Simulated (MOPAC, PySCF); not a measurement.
H2Se, SMILES `[SeH2]`, neutral singlet in the gas phase. 

Z-matrix (Å, degrees):
```
Se
H 1 1.4668
H 1 1.4668 2 91.17
```
Charge 0, multiplicity 1.

All levels are single points at this geometry (PBE0-D4/def2-TZVP); Pople sets use spherical d functions. Orbital energies aren't observables, and empty levels follow the basis.

B3LYP/3-21G in PySCF gives HOMO (eV) = -6.50.

Problem. Estimate the HOMO (eV) from each of these levels: B3LYP-D3(BJ)/def2-TZVP in PySCF; PBE0-D4/def2-TZVP in PySCF; BP86/6-31G* in PySCF; M06-2X/6-31G* in PySCF; SVWN5/6-31G* in PySCF; HF/6-31G* in PySCF; HF/STO-3G in PySCF; AM1 in MOPAC.

Solution. 
```json
[
 {"level": "B3LYP-D3(BJ)/def2-TZVP in PySCF", "HOMO (eV)": "-6.86"},
 {"level": "PBE0-D4/def2-TZVP in PySCF", "HOMO (eV)": "-7.10"},
 {"level": "BP86/6-31G* in PySCF", "HOMO (eV)": "-5.87"},
 {"level": "M06-2X/6-31G* in PySCF", "HOMO (eV)": "-8.19"},
 {"level": "SVWN5/6-31G* in PySCF", "HOMO (eV)": "-5.85"},
 {"level": "HF/6-31G* in PySCF", "HOMO (eV)": "-9.72"},
 {"level": "HF/STO-3G in PySCF", "HOMO (eV)": "-7.55"},
 {"level": "AM1 in MOPAC", "HOMO (eV)": "-7.82"}
]
```
